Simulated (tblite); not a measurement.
Compound: C6H11AlBrN.
Bonds: C1–C2 (double), C2–Al3, Al3–Br4, Al3–N5, N5–C6, C6–C7, C7–C8, C8–C9, N5–C9. Hydrogens: H10, H11 on C1; H12 on C2; H13, H14 on C6; H15, H16 on C7; H17, H18 on C8; H19, H20 on C9.

Computed with GFN2-xTB (tblite), gas phase: L-BFGS steps from a force-field or distance-geometry start until the largest atomic force falls under 0.01 eV/Å.

Step 44: E = -723.1346 eV
```
atom  x, y, z in Å  |  force x, y, z in eV/Å
C1      4.1210    0.6759   -0.1831    0.000  -0.004   0.050
C2      3.0794   -0.1533   -0.1660   -0.026   0.005  -0.029
Al3     1.3106    0.6547   -0.4900   -0.006  -0.057   0.063
Br4     1.3933    2.7337   -1.3827   -0.114   0.047   0.018
N5     -0.2462   -0.0651    0.0123   -0.046   0.008  -0.079
C6     -1.3254    0.6616    0.6718   -0.031  -0.024  -0.098
C7     -2.5869    0.3039   -0.1352    0.022  -0.075   0.060
C8     -2.2467   -1.0397   -0.8102    0.131   0.008   0.041
C9     -0.8312   -1.3632   -0.3004    0.129  -0.012  -0.005
H10     3.9957    1.7243   -0.4152    0.067   0.066  -0.051
H11     5.1336    0.3756    0.0365    0.108  -0.076  -0.012
H12     3.2529   -1.1972    0.0827    0.000  -0.032   0.029
H13    -1.1376    1.7401    0.6788    0.067  -0.043   0.031
H14    -1.4171    0.3139    1.7121   -0.077   0.040  -0.068
H15    -2.7895    1.0683   -0.8868    0.002  -0.039   0.081
H16    -3.4413    0.2228    0.5301   -0.141   0.004  -0.030
H17    -2.2271   -0.9264   -1.8934   -0.020   0.013  -0.021
H18    -2.9512   -1.8333   -0.5636    0.013   0.065   0.043
H19    -0.2166   -1.8841   -1.0357    0.012  -0.008  -0.103
H20    -0.8748   -2.0017    0.5928   -0.093   0.115   0.079
```

Step 45: E = -723.1410 eV
```
atom  x, y, z in Å  |  force x, y, z in eV/Å
C1      4.1304    0.6685   -0.1871    0.000   0.002   0.060
C2      3.0809   -0.1504   -0.1489   -0.006   0.004  -0.027
Al3     1.3142    0.6608   -0.4779    0.017  -0.016   0.043
Br4     1.3717    2.7557   -1.3401   -0.089   0.008   0.030
N5     -0.2471   -0.0630   -0.0026   -0.055  -0.045  -0.105
C6     -1.3233    0.6678    0.6543    0.010  -0.043  -0.029
C7     -2.5905    0.3000   -0.1351    0.053  -0.052   0.041
C8     -2.2532   -1.0438   -0.8087    0.183  -0.012   0.069
C9     -0.8323   -1.3618   -0.3103    0.165  -0.058   0.016
H10     4.0060    1.7157   -0.4271    0.087   0.057  -0.058
H11     5.1452    0.3645    0.0254    0.048  -0.065  -0.019
H12     3.2442   -1.1935    0.1117    0.007  -0.025   0.015
H13    -1.1312    1.7447    0.6548    0.038  -0.008   0.011
H14    -1.4040    0.3287    1.6964   -0.101   0.027   0.006
H15    -2.8012    1.0606   -0.8849   -0.035   0.007   0.017
H16    -3.4354    0.2201    0.5407   -0.170  -0.006  -0.016
H17    -2.2421   -0.9398   -1.8921   -0.043   0.031  -0.040
H18    -2.9502   -1.8376   -0.5465   -0.015   0.041   0.026
H19    -0.2172   -1.8801   -1.0473   -0.013  -0.007  -0.121
H20    -0.8698   -2.0065    0.5801   -0.079   0.159   0.082
```

Question: Estimate the geometry and energy of step 46. (The exact step hangs on the optimiser's Hessian estimate; all steps are aligned on step 45, rigid shifts and turns removed.)

Answer: E = -723.1473 eV, largest force 0.196 eV/Å
```
atom  x, y, z in Å  |  force x, y, z in eV/Å
C1      4.1406    0.6615   -0.1894    0.005   0.009   0.052
C2      3.0835   -0.1475   -0.1336    0.022   0.005  -0.020
Al3     1.3177    0.6656   -0.4678    0.036   0.036   0.026
Br4     1.3448    2.7749   -1.3027   -0.059  -0.038   0.042
N5     -0.2488   -0.0606   -0.0189   -0.036  -0.065  -0.095
C6     -1.3221    0.6724    0.6383    0.049  -0.042   0.050
C7     -2.5944    0.2955   -0.1340    0.057  -0.011   0.008
C8     -2.2559   -1.0476   -0.8066    0.161  -0.026   0.064
C9     -0.8309   -1.3610   -0.3184    0.140  -0.074   0.013
H10     4.0179    1.7085   -0.4374    0.106   0.018  -0.054
H11     5.1580    0.3521    0.0140   -0.033  -0.044  -0.022
H12     3.2364   -1.1906    0.1376    0.015   0.000  -0.003
H13    -1.1247    1.7477    0.6354    0.005   0.021  -0.019
H14    -1.3940    0.3414    1.6816   -0.106   0.002   0.077
H15    -2.8116    1.0536   -0.8819   -0.063   0.037  -0.045
H16    -3.4355    0.2189    0.5478   -0.140  -0.029  -0.015
H17    -2.2537   -0.9498   -1.8906   -0.056   0.040  -0.034
H18    -2.9479   -1.8404   -0.5318   -0.033   0.008   0.008
H19    -0.2181   -1.8770   -1.0590   -0.023  -0.021  -0.115
H20    -0.8663   -2.0069    0.5720   -0.045   0.174   0.078
```

The energy changes by -0.0063 eV. The first-order estimate −F·Δx gives -0.0087 eV and the mean of the old and new forces, exact on a quadratic surface, -0.0063 eV. The step makes an angle of 78° with the force vector and moves no atom by more than 0.050 Å.

What follows is the cost of the whole relaxation. The run took 1.5 s wall on one thread of an Arm Neoverse V2 (shared host).
